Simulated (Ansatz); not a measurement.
Geometry optimisation of H$_{2}$Se$_{2}$Si (`[SiH2]1[Se][Se]1`).

```yaml
crystal:
  periodic: [false, false, false]
  atoms:
    - {symbol: Si, position_ang: [-0.286701, 0.210628, -0.220597]}
    - {symbol: Se, position_ang: [0.774637, -0.159359, 1.751302]}
    - {symbol: Se, position_ang: [1.286748, -1.422063, -0.309090]}
    - {symbol: H, position_ang: [-1.724393, -0.198361, -0.326834]}
    - {symbol: H, position_ang: [-0.000491, 1.495455, -0.936281]}
basis:
  gaussian: {orbitals: def2-TZVP}
hamiltonian: {xc: pbe0, dispersion: d4}
relax: {f_tol: 0.005, max_steps: 150}
```

```sh
$ ansatz run in.yaml --threads 4 --pin off --events-out ev --progress --plain
```

Shortened log:

```
Functional definition: PBE0
mean field -138592.11921767 eV, -5093.1664401369 hartree, gradient 1.9e-5 eV, S^2 0.000000; 0 other end points of the search recorded, 0 dependent functions left out
relax step   1: F+E_penalty+E_count = -138592.25620685 eV  Δ(F+E_penalty+E_count) = +0.000e0 eV  max|allowed force component| = 6.933e-1 eV/Å  Δτ_max = 0.0000 Å  (28 SCF iters, accepted)
mean field -138592.14667007 eV, -5093.1674489939 hartree, gradient 5.4e-6 eV, S^2 0.000000; 0 other end points of the search recorded, 0 dependent functions left out
relax step   2: F+E_penalty+E_count = -138592.28417289 eV  Δ(F+E_penalty+E_count) = -2.797e-2 eV  max|allowed force component| = 1.089e-1 eV/Å  Δτ_max = 0.0325 Å  (33 SCF iters, accepted)
mean field -138592.14789971 eV, -5093.1674941825 hartree, gradient 4.5e-6 eV, S^2 0.000000; 0 other end points of the search recorded, 0 dependent functions left out
relax step   3: F+E_penalty+E_count = -138592.28542444 eV  Δ(F+E_penalty+E_count) = -1.252e-3 eV  max|allowed force component| = 3.142e-3 eV/Å  Δτ_max = 0.0069 Å  (34 SCF iters, accepted)
mean field -138592.14789971 eV, -5093.1674941824 hartree, gradient 4.4e-6 eV, S^2 0.000000; 1 other end points of the search recorded, 0 dependent functions left out
Total energy: -138592.28545042 eV, -5093.1725490780 hartree
Atom 0 at    -0.285741     0.210091    -0.219619 Å, force    -0.002954     0.002264    -0.001890 eV/Å
Atom 1 at     0.766564    -0.161611     1.722697 Å, force     0.001382    -0.000273     0.003142 eV/Å
Atom 2 at     1.269123    -1.400540    -0.298850 Å, force     0.002447    -0.002680    -0.000547 eV/Å
Atom 3 at    -1.702623    -0.198689    -0.321312 Å, force     0.000971     0.001721    -0.000845 eV/Å
Atom 4 at     0.002477     1.477049    -0.924415 Å, force    -0.001846    -0.001032     0.000140 eV/Å
Dipole moment:    -0.241522     0.183636    -0.172603 e Å
```

Hardware: 4 threads of a server CPU on a shared host. Wall time 11 s, peak host memory 0.41 GiB.
